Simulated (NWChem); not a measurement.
System: C$_{3}$H$_{5}$Br; SMILES C/C=C\Br

The following NWChem deck was run.

```
start job
memory heap 200 mb stack 900 mb global 1100 mb
geometry units angstroms noautosym nocenter noautoz
  C     -0.875967     2.194576     0.000000
  C      0.548395     1.731931     0.000000
  C      1.018253     0.486392     0.000000
  Br    -0.069181    -1.093138     0.000000
  H     -1.576876     1.356738     0.000000
  H     -1.078594     2.817031    -0.881294
  H     -1.078594     2.817031     0.881294
  H      1.312308     2.511304     0.000000
  H      2.072943     0.241609     0.000000
end
basis spherical
  * library 6-31g*
end
dft
  xc pbe0
  iterations 150
end
cosmo
  do_cosmo_smd true
  solvent dcm
end
task dft energy
```

NWChem printed, in part:

```
             Northwest Computational Chemistry Package (NWChem) 7.3.0
             --------------------------------------------------------

                             Geometry "geometry" -> ""
                             -------------------------

 Output coordinates in angstroms (scale by  1.889725989 to convert to a.u.)

  No.       Tag          Charge          X              Y              Z
 ---- ---------------- ---------- -------------- -------------- --------------
    1 C                    6.0000    -0.87596700     2.19457600     0.00000000
    2 C                    6.0000     0.54839500     1.73193100     0.00000000
    3 C                    6.0000     1.01825300     0.48639200     0.00000000
    4 Br                  35.0000    -0.06918100    -1.09313800     0.00000000
    5 H                    1.0000    -1.57687600     1.35673800     0.00000000
    6 H                    1.0000    -1.07859400     2.81703100    -0.88129400
    7 H                    1.0000    -1.07859400     2.81703100     0.88129400
    8 H                    1.0000     1.31230800     2.51130400     0.00000000
    9 H                    1.0000     2.07294300     0.24160900     0.00000000

 Effective nuclear repulsion energy (a.u.)     220.7821737158

                                 NWChem DFT Module
                                 -----------------

 Summary of "ao basis" -> "ao basis" (spherical)
 ------------------------------------------------------------------------------
       Tag                 Description            Shells   Functions and Types
 ---------------- ------------------------------  ------  ---------------------
 C                           6-31g*                  6       14   3s2p1d
 Br                          6-31g*                 12       32   5s4p3d
 H                           6-31g*                  2        2   2s

 in cosmo_initialize ...
 calling solv_data for solv:dcm

 solvent parameters
 solvname_short: dcm
 solvname_long:  dichloromethane
 dielec:        8.9300
 dielecinf:     2.0283
 nonaqueous SMD model solvent descriptors
 dielec:        8.9300
 sola:          0.1000
 solb:          0.0500
 solc:          0.0000
 solg:         39.1500
 solh:          0.6670
 soln:          1.4242

          ---------------
          -cosmo- solvent
          ---------------
 Cosmo: York-Karplus, doi: 10.1021/jp992097l
 dielectric constant -eps-     =   8.93
 screen = (eps-1)/(eps    )    =   0.88802
 surface charge correction     = lagrangian

[...]

                                COSMO-SMD solvation results
                                ---------------------------

             internal energy in gas <Psi(g)|H|Psi(g)> =     -2690.706525084186
         internal energy in solvent <Psi(s)|H|Psi(s)> =     -2690.705997184366
                               delta internal energy  =         0.000527899820 (    0.33 kcal/mol)
   total free energy in solvent <Psi(s)|H+V/2|Psi(s)> =     -2690.710484468982
 polarization energy contribution <Psi(s)|V/2|Psi(s)> =        -0.004487284616 (   -2.82 kcal/mol)
    total free energy in solvent including G(SMD-CDS) =     -2690.714489423213
                       G(SMD-CDS) energy contribution =        -0.004004954232 (   -2.51 kcal/mol)
     1 M fixed-concentration free energy of solvation =        -0.007964339027 (   -5.00 kcal/mol)

                       DFT Final Molecular Orbital Analysis
                       ------------------------------------

 Vector   27  Occ=2.000000D+00  E=-3.401669D-01
              MO Center=  1.9D-01, -1.9D-01, -7.5D-08, r^2= 3.0D+00
   Bfn.  Coefficient  Atom+Function         Bfn.  Coefficient  Atom+Function
  ----- ------------  ---------------      ----- ------------  ---------------
    55      0.587556  4 Br pz                33      0.276633  3 C  pz
    51     -0.266162  4 Br pz                59      0.245552  4 Br pz
    37      0.196200  3 C  pz                19      0.145472  2 C  pz
     5     -0.126667  1 C  pz                23      0.081157  2 C  pz
    47      0.079862  4 Br pz                77      0.077652  6 H  s

 Vector   28  Occ=2.000000D+00  E=-2.977649D-01
              MO Center= -2.8D-03, -9.5D-01, -1.4D-08, r^2= 1.9D+00
   Bfn.  Coefficient  Atom+Function         Bfn.  Coefficient  Atom+Function
  ----- ------------  ---------------      ----- ------------  ---------------
    53      0.657540  4 Br px                54     -0.393468  4 Br py
    49     -0.294349  4 Br px                57      0.293596  4 Br px
    58     -0.182845  4 Br py                50      0.175928  4 Br py
    20      0.127027  2 C  s                 84     -0.113591  9 H  s
    31     -0.093851  3 C  px                83     -0.090905  9 H  s

 Vector   29  Occ=2.000000D+00  E=-2.551184D-01
              MO Center=  3.3D-01,  4.0D-01, -3.5D-08, r^2= 3.3D+00
   Bfn.  Coefficient  Atom+Function         Bfn.  Coefficient  Atom+Function
  ----- ------------  ---------------      ----- ------------  ---------------
    55      0.503370  4 Br pz                19     -0.328917  2 C  pz
    33     -0.313450  3 C  pz                23     -0.252742  2 C  pz
    59      0.251212  4 Br pz                37     -0.230299  3 C  pz
    51     -0.222340  4 Br pz                 5      0.100187  1 C  pz
    78     -0.090644  6 H  s                 80      0.090644  7 H  s

 Vector   30  Occ=0.000000D+00  E= 1.717261D-02
              MO Center=  6.2D-01,  1.1D+00,  4.7D-07, r^2= 2.6D+00
   Bfn.  Coefficient  Atom+Function         Bfn.  Coefficient  Atom+Function
  ----- ------------  ---------------      ----- ------------  ---------------
    23      0.621932  2 C  pz                37     -0.613448  3 C  pz
    19      0.432882  2 C  pz                33     -0.412420  3 C  pz
    78      0.211894  6 H  s                 80     -0.211894  7 H  s
    55      0.154210  4 Br pz                59      0.150737  4 Br pz
    77      0.088728  6 H  s                 79     -0.088728  7 H  s

[...]
```

Level: PBE0/6-31G* (spherical d), SMD on the gas-phase geometry. Structure relaxed at the B3LYP/6-31G* (spherical d) level. Solvent: dichloromethane.
